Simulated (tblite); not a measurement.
Record of a relaxation.

Species: C₅H₁₁NOSi₃.
SMILES with atom numbers: `[N:1]#[C:2][Si@H:3]1[CH2:4][Si@H:5]([C:6](=[O:7])[CH2:8][SiH3:9])[CH2:10]1` (hydrogens: H11 on Si3; H12, H13 on C4; H14 on Si5; H15, H16 on C8; H17, H18, H19 on Si9; H20, H21 on C10)

Computed with GFN2-xTB (tblite), gas phase: L-BFGS steps from a force-field or distance-geometry start until the largest atomic force falls under 0.01 eV/Å. 5 of its 226 geometries are shown.

Step 0: E = -770.8337 eV, largest atomic force 3.118 eV/Å
```
atom  x, y, z in Å  |  force x, y, z in eV/Å
N1     -4.504    1.015    1.582    0.720  -0.803  -0.853
C2     -3.874    0.339    0.886   -1.344   1.264   1.500
Si3    -2.856   -0.717   -0.187   -0.279  -1.280  -1.558
C4     -1.715    0.383   -1.228   -0.871   0.960   0.522
Si5    -0.673    0.429    0.345   -0.743   0.720   0.346
C6      1.097    0.645   -0.001    2.791   1.267  -0.573
O7      1.475    1.496   -0.812   -1.391  -0.979   0.589
C8      2.152   -0.177    0.690   -0.323  -1.116  -0.283
Si9     3.800    0.402    0.019    1.130   1.280  -0.044
C10    -1.272   -1.327    0.610   -0.294  -0.342   1.531
H11    -3.575   -1.745   -0.919   -0.371  -0.065   0.021
H12    -2.176    1.342   -1.486    0.499  -0.434  -0.737
H13    -1.220   -0.198   -1.988   -0.191   0.436  -0.547
H14    -1.245    1.395    1.306    0.313  -0.125  -0.030
H15     2.015   -1.235    0.340   -0.210   0.720   0.570
H16     2.088   -0.160    1.787   -0.337  -0.039  -0.464
H17     4.738    0.605    1.157   -0.201  -0.217  -0.261
H18     4.336   -0.546   -0.951   -0.007  -0.125  -0.008
H19     3.581    1.726   -0.612    0.684  -0.446   0.283
H20    -0.789   -2.047   -0.053   -0.051  -0.122   0.671
H21    -1.391   -1.605    1.670    0.477  -0.552  -0.675
```

Step 56: E = -771.9392 eV, largest atomic force 0.076 eV/Å
```
atom  x, y, z in Å  |  force x, y, z in eV/Å
N1     -5.128    0.298    1.464    0.012   0.010   0.018
C2     -4.275   -0.114    0.820    0.047  -0.028  -0.053
Si3    -2.909   -0.800   -0.257   -0.052   0.019   0.042
C4     -1.973    0.628   -1.128    0.032   0.012  -0.005
Si5    -0.566    0.552    0.182    0.032  -0.010  -0.003
C6      1.284    0.457   -0.335   -0.024   0.039  -0.026
O7      1.672    0.897   -1.398   -0.002  -0.064   0.019
C8      2.262   -0.125    0.636   -0.048   0.011  -0.035
Si9     4.020    0.394    0.088   -0.035   0.008   0.027
C10    -1.330   -1.112    0.784   -0.052  -0.006  -0.009
H11    -3.517   -1.889   -1.024    0.035   0.004  -0.017
H12    -2.501    1.575   -1.205    0.024  -0.017   0.016
H13    -1.654    0.366   -2.134    0.020   0.016   0.008
H14    -0.638    1.636    1.169   -0.024  -0.016   0.036
H15     2.149   -1.210    0.594    0.004   0.024   0.024
H16     2.000    0.171    1.654    0.005  -0.016  -0.056
H17     4.923    0.021    1.187   -0.022   0.021  -0.035
H18     4.395   -0.348   -1.112   -0.008   0.018  -0.007
H19     4.035    1.840   -0.117    0.019  -0.043   0.019
H20    -0.796   -1.992    0.431    0.041   0.006   0.049
H21    -1.461   -1.229    1.855   -0.003   0.012  -0.012
```

Step 112: E = -771.9827 eV, largest atomic force 0.170 eV/Å
```
atom  x, y, z in Å  |  force x, y, z in eV/Å
N1     -5.442   -0.203    0.819    0.093  -0.029  -0.077
C2     -4.421   -0.416    0.343   -0.137   0.044   0.091
Si3    -2.725   -0.740   -0.364    0.074   0.011   0.027
C4     -1.844    0.878   -0.889    0.004   0.012   0.008
Si5    -0.499    0.653    0.460   -0.057   0.012  -0.008
C6      1.174    0.081   -0.291    0.049   0.044  -0.090
O7      1.270   -0.060   -1.496   -0.019  -0.035   0.053
C8      2.313   -0.241    0.617    0.005   0.018   0.002
Si9     3.945    0.438   -0.118   -0.013  -0.020  -0.023
C10    -1.454   -0.905    1.071   -0.014  -0.015   0.015
H11    -2.856   -1.816   -1.344   -0.001  -0.032   0.014
H12    -2.454    1.772   -0.780    0.025   0.024   0.000
H13    -1.461    0.878   -1.905    0.001  -0.009  -0.016
H14    -0.339    1.740    1.431    0.074  -0.044  -0.009
H15     2.412   -1.328    0.657   -0.039   0.021   0.016
H16     2.115    0.117    1.626   -0.005  -0.026   0.028
H17     5.016    0.119    0.830   -0.016  -0.004   0.005
H18     4.198   -0.217   -1.397    0.015   0.040   0.011
H19     3.816    1.888   -0.258   -0.015   0.007  -0.013
H20    -0.890   -1.835    1.081   -0.012   0.021   0.003
H21    -1.883   -0.785    2.063   -0.011  -0.040  -0.038
```

Step 169: E = -772.0531 eV, largest atomic force 0.078 eV/Å
```
atom  x, y, z in Å  |  force x, y, z in eV/Å
N1     -5.340   -0.123   -0.387    0.037  -0.010  -0.005
C2     -4.209   -0.309   -0.416   -0.050   0.027   0.018
Si3    -2.361   -0.594   -0.445   -0.010  -0.043  -0.021
C4     -1.399    1.068   -0.572    0.002  -0.028   0.042
Si5    -0.309    0.525    0.907    0.001  -0.013   0.039
C6      1.028   -0.600    0.126   -0.001   0.026   0.026
O7      0.645   -1.343   -0.759    0.014  -0.046  -0.061
C8      2.432   -0.560    0.591    0.002   0.006   0.006
Si9     3.390    0.694   -0.495    0.020  -0.003  -0.020
C10    -1.655   -0.771    1.337   -0.014   0.008  -0.041
H11    -2.116   -1.650   -1.417   -0.006   0.025   0.010
H12    -2.026    1.922   -0.329   -0.006   0.034  -0.032
H13    -0.901    1.282   -1.511    0.017  -0.016  -0.005
H14     0.194    1.468    1.909    0.011   0.003  -0.023
H15     2.906   -1.536    0.477   -0.003   0.015   0.011
H16     2.472   -0.250    1.633    0.023   0.001   0.005
H17     4.639    0.978    0.214    0.007   0.016  -0.022
H18     3.663    0.101   -1.804   -0.038   0.031   0.043
H19     2.593    1.917   -0.632    0.021  -0.023   0.007
H20    -1.298   -1.754    1.625   -0.003  -0.044  -0.018
H21    -2.356   -0.448    2.101   -0.022   0.036   0.043
```

Step 225: E = -772.0827 eV, largest atomic force 0.009 eV/Å
```
atom  x, y, z in Å  |  force x, y, z in eV/Å
N1     -5.330    0.425   -0.270   -0.009   0.000   0.003
C2     -4.255    0.034   -0.346    0.005   0.002  -0.003
Si3    -2.494   -0.581   -0.460    0.005   0.003  -0.005
C4     -1.251    0.869   -0.665    0.003   0.002   0.000
Si5    -0.286    0.285    0.889   -0.002   0.002  -0.004
C6      1.166   -0.784    0.244    0.001   0.005   0.000
O7      0.897   -1.655   -0.563    0.000  -0.004  -0.002
C8      2.556   -0.488    0.665    0.005   0.004  -0.003
Si9     3.253    0.874   -0.487   -0.004  -0.003  -0.002
C10    -1.741   -0.906    1.276    0.002  -0.003   0.005
H11    -2.473   -1.659   -1.442   -0.003   0.000  -0.001
H12    -1.703    1.852   -0.559   -0.005   0.002   0.003
H13    -0.690    0.874   -1.595    0.001  -0.001   0.000
H14     0.139    1.265    1.893    0.000  -0.002   0.001
H15     3.185   -1.373    0.567   -0.002  -0.002   0.008
H16     2.576   -0.134    1.694    0.002  -0.001  -0.002
H17     4.623    1.148   -0.053    0.002   0.001   0.000
H18     3.233    0.405   -1.870    0.001  -0.006   0.002
H19     2.425    2.074   -0.343   -0.004   0.005   0.000
H20    -1.467   -1.936    1.480    0.000  -0.002  -0.001
H21    -2.372   -0.572    2.097    0.000  -0.001   0.001
```

**Question.** Summarise the path.

**Answer.** The energy falls by 28.80 kcal/mol from step 0 to step 225; nine tenths of that is first reached at step 78. It rises by more than 0.2 meV at step 97. The largest force goes from 3.118 to 0.009 eV/Å. Among the bonds Si5–C6 changes most, from 1.816 to 1.915 Å; the atoms move by 1.407 Å rms after alignment.

**Question.** Follow the three bonds and two angles with the largest change from start to end.

**Answer.** 
| step | E above end (kcal/mol) | largest force (eV/Å) | Si5–C6 (Å) | C2–Si3 (Å) | Si5–C10 (Å) | H12–C4–H13 (°) | H20–C10–H21 (°) |
| --- | --- | --- | --- | --- | --- | --- | --- |
| 0 | 28.80 | 3.118 | 1.816 | 1.817 | 1.874 | 120.0 | 117.8 |
| 10 | 10.82 | 0.325 | 1.900 | 1.865 | 1.916 | 104.9 | 105.6 |
| 20 | 7.79 | 0.164 | 1.913 | 1.870 | 1.923 | 107.4 | 107.6 |
| 29 | 6.39 | 0.187 | 1.919 | 1.873 | 1.932 | 107.0 | 106.4 |
| 39 | 5.47 | 0.181 | 1.918 | 1.875 | 1.925 | 107.5 | 107.8 |
| 49 | 3.67 | 0.268 | 1.931 | 1.869 | 1.932 | 106.6 | 106.8 |
| 59 | 3.23 | 0.072 | 1.920 | 1.868 | 1.928 | 106.7 | 106.7 |
| 68 | 2.98 | 0.058 | 1.918 | 1.868 | 1.927 | 106.8 | 106.9 |
| 78 | 2.87 | 0.056 | 1.918 | 1.868 | 1.929 | 106.8 | 106.9 |
| 88 | 2.83 | 0.044 | 1.919 | 1.866 | 1.929 | 106.9 | 106.8 |
| 98 | 2.70 | 0.081 | 1.918 | 1.868 | 1.930 | 106.6 | 106.9 |
| 108 | 2.43 | 0.227 | 1.923 | 1.869 | 1.928 | 106.8 | 106.5 |
| 117 | 2.15 | 0.205 | 1.927 | 1.869 | 1.928 | 107.2 | 106.9 |
| 127 | 1.89 | 0.241 | 1.918 | 1.870 | 1.926 | 107.5 | 106.8 |
| 137 | 1.55 | 0.112 | 1.919 | 1.870 | 1.929 | 107.1 | 106.9 |
| 147 | 1.14 | 0.153 | 1.913 | 1.871 | 1.917 | 107.4 | 107.3 |
| 157 | 0.88 | 0.088 | 1.917 | 1.868 | 1.920 | 107.1 | 107.3 |
| 166 | 0.72 | 0.056 | 1.918 | 1.870 | 1.918 | 107.5 | 107.1 |
| 176 | 0.44 | 0.079 | 1.915 | 1.871 | 1.916 | 107.2 | 107.5 |
| 186 | 0.17 | 0.098 | 1.913 | 1.869 | 1.916 | 107.5 | 107.4 |
| 196 | 0.08 | 0.028 | 1.915 | 1.869 | 1.919 | 107.2 | 107.2 |
| 205 | 0.03 | 0.024 | 1.916 | 1.869 | 1.919 | 107.2 | 107.2 |
| 215 | 0.01 | 0.014 | 1.916 | 1.870 | 1.919 | 107.2 | 107.2 |
| 225 | 0.00 | 0.009 | 1.915 | 1.869 | 1.919 | 107.2 | 107.2 |

The cost below is that of the whole relaxation. On an Arm Neoverse V1 with one thread, no GPU, on a shared host, this took 3.0 s.
